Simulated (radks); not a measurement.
Results of a calculation; reference values are marked as such.
Question: All-electron atom: Br XVI in [Ar] 4s2 (not the ground configuration). Code: a radial shooting solver on a logarithmic mesh with Libxc functionals. Model: Dirac Kohn-Sham, LDA (Slater exchange, Perdew-Wang correlation), spin-unpolarised, spherical densities, finite nucleus; Fermi nuclear charge, rms radius 4.1629 fm. Some entries of the table are withheld. Estimate them.

orbital  occ.  eigenvalue (eV)  <r^2> (bohr^2)  r(max) (bohr)
1s1/2       2              (1)        0.002469        0.02796
2s1/2       2        -2292.927         0.04188         0.1593
2p1/2       2              (2)         0.03214         0.1252
2p3/2       4              (3)         0.03353         0.1284
3s1/2       2        -704.1227          0.2779         0.4553
3p1/2       2              (4)             (5)         0.4391
3p3/2       4              (6)             (7)         0.4458
4s1/2       2        -319.2556           1.149         0.9909

Answer: 
(1) 1s1/2 eigenvalue (eV): -13848.04
(2) 2p1/2 eigenvalue (eV): -2124.053
(3) 2p3/2 eigenvalue (eV): -2076.407
(4) 3p1/2 eigenvalue (eV): -646.3620
(5) 3p1/2 <r^2> (bohr^2): 0.2691
(6) 3p3/2 eigenvalue (eV): -636.8480
(7) 3p3/2 <r^2> (bohr^2): 0.2765
